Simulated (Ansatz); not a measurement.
`OCO[SiH2]F` + `C=N` → `C=NCO` + `O[SiH2]F`  (substitution at a C–O bond)

Isolated molecules relaxed with PBE0-D4/def2-TZVP in Ansatz; ΔE leaves out vibrations. CBS: MP2 limit from def2 TZ/QZ plus the TZ coupled-cluster correction, frozen cores. This one scheme is used for every species. DFT in def2-TZVPP. B3LYP here is the variant with VWN-RPA as its local correlation; programs differ in this. One conformer a species, not always the lowest.

```tsv
level	ΔE (kJ/mol)	difference from CCSD(T)/CBS
PBE-D4	-21.3	-0.4
r2SCAN-D4	-19.7	1.2
PBE0-D4	-20.9	0.0
B3LYP-D4	-16.8	4.1
ωB97X-V	-16.4	4.5
ωB97M-V	-17.5	3.4
B2PLYP	-19.9	1.0
PBE	-22.9	-2.0
r2SCAN	-20.2	0.7
PBE0	-22.4	-1.5
B3LYP	-19.3	1.6
HF/def2-TZVPP	-12.8	8.1
MP2/def2-TZVPP	-23.8	-2.9
SCS-MP2/def2-TZVPP	-20.2	0.7
CCSD/def2-TZVPP	-17.8	3.1
CCSD(T)/def2-TZVPP	-18.5	2.4
HF/def2-QZVPP	-13.1	7.8
MP2/def2-QZVPP	-25.3	-4.4
SCS-MP2/def2-QZVPP	-21.7	-0.8
HF/CBS(def2)	-13.1	7.8
MP2/CBS(def2)	-26.2	-5.3
CCSD/CBS(def2)	-20.1	0.8
CCSD(T)/CBS	-20.9	0
```

Largest T1 diagnostic among the species: 0.012.

In def2-TZVPP, CCSD(T) changes the Hartree–Fock value by −5.6 kJ/mol (the triples alone add −0.7 kJ/mol) and MP2 by −11.0 kJ/mol.
